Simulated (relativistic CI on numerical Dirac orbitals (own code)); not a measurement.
## One change at a time: Bi XXIII

Base calculation: Dirac-Coulomb-Breit CI, separate exchange-only KLI orbitals for each configuration, model QED, unscaled Slater integrals.

CI space (outside the closed core [Kr]): 4d¹⁰4f¹³5s², 4d¹⁰4f¹³5s5p, 4d¹⁰4f¹⁴5s, 4d¹⁰4f¹⁴5p, 4d¹⁰4f¹³5s5d, 4d¹⁰4f¹²5s²5p, 4d¹⁰4f¹²5s5p², 4d¹⁰4f¹³5s5f, 4d¹⁰4f¹⁴5d, 4d⁹4f¹⁴5s², 4d¹⁰4f¹³5p5d, 4d¹⁰4f¹³5s5g, 4d¹⁰4f¹²5s²5d, 4d¹⁰4f¹³5p², 4d¹⁰4f¹²5p³, 4d⁹4f¹⁴5p². Double excitations out of closed p, d and f shells are left out; levels of such configurations are missing from the list, as are those of other unlisted configurations, and high levels can miss mixing partners. Some configurations lack a partner that the ground configuration has and come out too high, among them 4d¹⁰4f¹²5s²5d.

The lowest level and the first level of each name with at least 55 % of one term (blank where a level has no safe partner in the second run):

| Level | Base (cm⁻¹) | Shift (cm⁻¹) |
| --- | --- | --- |
| 4d¹⁰4f¹⁴5s ²S1/2 | 0 | 0 |
| 4d¹⁰4f¹³5s² ²F°7/2 | 389222 | -3927 |
| 4d¹⁰4f¹⁴5p ²P°1/2 | 402554 | +2996 |
| 4d¹⁰4f¹³5s² ²F°5/2 | 433763 | -3658 |
| 4d¹⁰4f¹⁴5p ²P°3/2 | 683466 | +1816 |
| 4d¹⁰4f¹³5s5p ⁴G11/2 | 1020539 | -2993 |
| 4d¹⁰4f¹³5s5p ²D3/2 | 1029149 | -2881 |
| 4d¹⁰4f¹³5s5p ⁴F9/2 | 1039439 | -2966 |
| 4d¹⁰4f¹³5s5p ⁴D1/2 | 1055239 | -2669 |
| 4d¹⁰4f¹³5s5p ²G9/2 | 1074142 | -2634 |
| 4d¹⁰4f¹³5s5p ²F5/2 | 1162490 | -2725 |
| 4d¹⁰4f¹²5s²5p ⁴G°11/2 | 1186815 | +21944 |
| 4d¹⁰4f¹²5s²5p ²K°13/2 | 1290945 | +22045 |
| 4d¹⁰4f¹²5s²5p ²H°11/2 | 1294754 | +22152 |

At this charge transitions that keep the count of f electrons are usually good to a few per cent. Levels that differ in their count of f electrons can be misplaced by several ten thousand cm⁻¹, since the correlation energy of f electrons is missing or only estimated; rates across such gaps can be off by orders of magnitude. The computed lowest level isn't the tabulated ground level, which NIST ASD gives as 4f13 5s2 2F°7/2; for such ions that label comes from theory and may be the wrong one.

One thing was changed in a second run, which moved the levels as shown. Which?
A. one mean potential for all configurations
B. Breit term removed
C. QED terms removed
D. P86 correlation estimate
E. configuration mixing switched off

A. One mean potential for all configurations. One potential for all configurations removes the relaxation of the orbitals, which moves whole configurations and changes the integrals a little.

LS names give the leading component of a level, which can be under half, so a name can repeat, a term be missing and a line seem to break the LS rules.
